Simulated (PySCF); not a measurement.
**Energy of In(2+) (indium, charge +2) between two integer charges**

The 5s alpha orbital of [Kr] 4d10 5s1 is emptied in steps (occupation f), with all orbitals relaxed, ending at [Kr] 4d10. Calculation: PySCF 2.14, in aug-cc-pVTZ-DK3; scalar relativity by spin-free X2C-1e. The exact energy is a straight line in f; departures are measured from the line between the end points of the same method.

```json
{"f": "1", "UHF (eV)": "0.000", "LDA (eV)": "0.000", "PBE (eV)": "0.000", "PBE0 (eV)": "0.000", "r2SCAN (eV)": "0.000", "LC-wPBE (eV)": "0.000", "BHandHLYP (eV)": "0.000", "wB97X (eV)": "0.000", "HSE06 (eV)": "0.000", "BLYP (eV)": "0.000"}
{"f": "0.9", "UHF (eV)": "0.013", "LDA (eV)": "-0.399", "PBE (eV)": "-0.399", "PBE0 (eV)": "-0.291", "r2SCAN (eV)": "-0.349", "LC-wPBE (eV)": "-0.043", "BHandHLYP (eV)": "-0.202", "wB97X (eV)": "-0.064", "HSE06 (eV)": "-0.325", "BLYP (eV)": "-0.409"}
{"f": "0.7", "UHF (eV)": "0.031", "LDA (eV)": "-0.930", "PBE (eV)": "-0.934", "PBE0 (eV)": "-0.681", "r2SCAN (eV)": "-0.818", "LC-wPBE (eV)": "-0.102", "BHandHLYP (eV)": "-0.473", "wB97X (eV)": "-0.142", "HSE06 (eV)": "-0.759", "BLYP (eV)": "-0.958"}
{"f": "0.5", "UHF (eV)": "0.036", "LDA (eV)": "-1.106", "PBE (eV)": "-1.116", "PBE0 (eV)": "-0.813", "r2SCAN (eV)": "-0.972", "LC-wPBE (eV)": "-0.124", "BHandHLYP (eV)": "-0.566", "wB97X (eV)": "-0.157", "HSE06 (eV)": "-0.905", "BLYP (eV)": "-1.145"}
{"f": "0.3", "UHF (eV)": "0.030", "LDA (eV)": "-0.927", "PBE (eV)": "-0.940", "PBE0 (eV)": "-0.684", "r2SCAN (eV)": "-0.813", "LC-wPBE (eV)": "-0.107", "BHandHLYP (eV)": "-0.479", "wB97X (eV)": "-0.122", "HSE06 (eV)": "-0.762", "BLYP (eV)": "-0.965"}
{"f": "0.1", "UHF (eV)": "0.013", "LDA (eV)": "-0.396", "PBE (eV)": "-0.404", "PBE0 (eV)": "-0.293", "r2SCAN (eV)": "-0.347", "LC-wPBE (eV)": "-0.048", "BHandHLYP (eV)": "-0.207", "wB97X (eV)": "-0.050", "HSE06 (eV)": "-0.327", "BLYP (eV)": "-0.415"}
{"f": "0", "UHF (eV)": "0.000", "LDA (eV)": "0.000", "PBE (eV)": "0.000", "PBE0 (eV)": "0.000", "r2SCAN (eV)": "0.000", "LC-wPBE (eV)": "0.000", "BHandHLYP (eV)": "0.000", "wB97X (eV)": "0.000", "HSE06 (eV)": "0.000", "BLYP (eV)": "0.000"}
```

For wB97X, how does the orbital energy at f = 1 compare with the removal energy?

−ε = 26.971 eV against a total-energy difference of 27.700 eV. By Janak's theorem ε = ∂E/∂f, so the gap between them reflects the curvature. Along the path −ε is 27.145 (f = 0.9), 27.476 (f = 0.7), 27.762 (f = 0.5), 27.977 (f = 0.3), 28.148 (f = 0.1) eV.

| method | E(f=0) − E(f=1) (eV) | −ε at f=1 (eV) | −ε at f=0.5 (eV) |
| --- | --- | --- | --- |
| UHF | 26.622 | 26.772 | 26.620 |
| LDA | 28.948 | 24.519 | 28.957 |
| PBE | 28.540 | 24.117 | 28.520 |
| PBE0 | 28.189 | 24.954 | 28.180 |
| r2SCAN | 28.209 | 24.339 | 28.240 |
| LC-wPBE | 27.991 | 27.503 | 27.973 |
| BHandHLYP | 28.057 | 25.819 | 28.041 |
| wB97X | 27.700 | 26.971 | 27.762 |
| HSE06 | 28.238 | 24.621 | 28.227 |
| BLYP | 28.708 | 24.165 | 28.689 |

Reference removal energy between the ground levels: 28.044 eV (measured; NIST Atomic Spectra Database, ionization energies). UHF lacks correlation.
